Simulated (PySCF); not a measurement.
# Two-component Hartree-Fock for Te²⁵⁺ (tellurium, charge +25)

Start: [Ar] 3d9; 3d3/2 filled at m_j = -3/2, -1/2, +1/2, +3/2; 3d5/2 filled at m_j = -3/2, -1/2, +1/2, +3/2, +5/2. Calculated with PySCF 2.14 in an uncontracted even-tempered set (17 s from 3.5 bohr⁻², ratio 2.8; 12 p from 4.5 bohr⁻², ratio 2.8; 8 d from 4.5 bohr⁻², ratio 2.8; 3 f from 19 bohr⁻², ratio 3): generalised Hartree-Fock with the X2C-1e Hamiltonian and a Gaussian nucleus; one run each with spin-orbit coupling (SO) switched off, then screened by Boettger's factors.

```
spinor shell  electrons  ε, spin-free (eV)  ε, screened SO (eV)  weight of nominal j (screened SO)  rms radius, screened SO (bohr)
       1s1/2          2           -32836.2             -32833.0                              1.000                          0.0318
       2s1/2          2            -5839.9              -5838.8                              1.000                           0.129
       2p1/2          2            -5325.0              -5517.9                              1.000                           0.112
       3s1/2          2            -1810.1              -1809.8                              1.000                           0.335
       3p1/2          2            -1638.1              -1679.1                              0.998                           0.327
       3p3/2          4            -1638.1              -1619.3                              0.999                           0.337
       3d3/2          4            -1390.4              -1398.0                              0.976                           0.306
       3d5/2          5            -1390.4              -1384.9                              0.981                           0.309
```

Q: Where does 2p3/2 lie, and what is the 2p spin-orbit splitting (screened SO)?

A: At -5237.3 eV, 280.61 eV above 2p1/2.

```csv
quantity,spin-free,screened SO
E (hartree),-6474.20929,-6476.23169
M_J,5/2,5/2
⟨J²⟩,8.750,8.750
⟨L²⟩,6.000,6.014
⟨S²⟩,0.750,0.763
```

Each row is a mean over spinors that exchange with the open shell spreads, by up to 17.919 eV (3p3/2).

Breit and QED terms are absent; they matter most for the inner s and p1/2 levels.

Densities and radii are taken from the X2C orbitals without a picture-change correction, which distorts them close to the nucleus.

Without spin-orbit coupling the j labels of p, d and f shells carry no meaning; the spin-free column gives the mean over the occupied spinors of each nl shell.
